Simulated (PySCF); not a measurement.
BeCl2, SMILES [Cl][Be][Cl]. Geometry: B3LYP-D3(BJ)/def2-TZVP. The isomer is the one that the SMILES or the coordinates give; other isomers of the formula were not compared.

These are B3LYP-D3(BJ)/def2-TZVP (PySCF) values and carry that method's errors.

Harmonic wavenumbers (cm⁻¹): 239, 239, 392, 1125. Rotational constants (GHz): 2.190 (linear); symmetry number 2.

Problem. Work out the zero-point energy and the ideal-gas rigid-rotor harmonic-oscillator thermochemistry at 298.15 K and 1 atm.

Solution. ZPE = ½ Σ hcν = ½ × 1994 cm⁻¹ = 2.85 kcal/mol. H − E(el) = 5.77 kcal/mol. Entropy in cal/(mol K): translation 39.05, rotation 16.41, vibration 4.67, total 60.13. G − E(el) = -12.16 kcal/mol. Cp = 12.26 cal/(mol K).
